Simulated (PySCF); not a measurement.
Excitation energy of B by level of theory

B [He] 2s2 2p1 (2P) → B [He] 2s1 2p1 3s1 (4P), as a difference of total energies. Calculation: PySCF 2.14, in dyall-av2z (11s7p2d, 42 functions); no relativity, point nucleus. Correlated levels: valence: 1s2 frozen; virtual orbitals above 40 to 60 times the deepest correlated orbital energy dropped. The calculations carry no spin-orbit coupling.

| method | excitation energy (eV) |
| --- | --- |
| UHF | 8.094 |
| MP2 (valence) | 9.049 |
| SCS-MP2 (valence) | 9.302 |
| CCSD (valence) | 9.536 |
| CCSD(T) (valence) | 9.563 |
| CCSDT (valence) | 9.573 |

Problem. How much does correlation contribute at CCSD(T) (valence)?

Solution. 9.563 − (8.094) = 1.469 eV, measured against UHF.

The upper state lies above the first ionisation limit, but in LS coupling its spin forbids autoionisation to the ground ion. A Rydberg-like electron needs more diffuse functions than a valence basis has.

The promoted electron is Rydberg-like, and one or two diffuse shells describe it only roughly, which tends to raise the upper state.
